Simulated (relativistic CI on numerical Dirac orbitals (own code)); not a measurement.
Tc3+ (4d4) in a crystal field

Calculated by Dirac-Coulomb-Breit CI, KLI orbitals optimised for each configuration, a model potential for QED, valence Slater integrals scaled by 0.9, one configuration in a parametric crystal field (own radial code). With so little scaling, terms lie 10 to 35 % too far apart, which can change the order of excited levels.

Field parameters in Wybourne normalisation: Td as Oh with Dq negative (B⁴₀ = 21Dq, B⁴₄ = √(5/14) B⁴₀). The field is a parameter set, without covalency.

S is read from ⟨S²⟩ = S(S + 1).

Site symmetry Td; labels are those of the double group. Computed levels in cm⁻¹ above the lowest, in rising order:

```csv
Δ (size of 10Dq),Lowest,No. 2,No. 3,No. 4,No. 5,No. 6,No. 7,No. 8
2650,A1,242 T1,507 T2,995 E,1186 T1,1631 T2,3690 A2,3792 T2
4800,A1,200 T1,392 T2,968 E,1086 T1,1547 T2,5698 A2,5742 T2
6900,A1,186 T1,354 T2,965 E,1060 T1,1526 T2,7742 A2,7764 T2
9050,A1,194 T1,358 T2,990 E,1077 T1,1547 T2,6897 A1,9262 T1
11150,A1,242 T1,418 T2,1066 E,1155 T1,1630 T2,3850 A1,7474 T1
13300,A1,726 T1,940 T2,1187 A1,1602 E,1707 T1,2189 T2,6122 T1
15400,A1,3732 A1,3844 T1,4149 T2,4830 E,4980 T1,5471 T2,7623 T1
17550,A1,7131 A1,7349 T1,7879 T2,8554 E,8922 T1,9423 T2,9922 E
19650,A1,9964 A1,10209 T1,10977 T2,11301 E,12821 T1,13009 T2,13063 E
```

Ground-state S against |10Dq| in cm⁻¹: 2650: 1.99, 4800: 1.98, 6900: 1.98, 9050: 1.97, 11150: 1.93, 13300: 1.33, 15400: 0.23, 17550: 0.12, 19650: 0.08.

The spin changes between |10Dq| = 11150 and 13300 cm⁻¹.
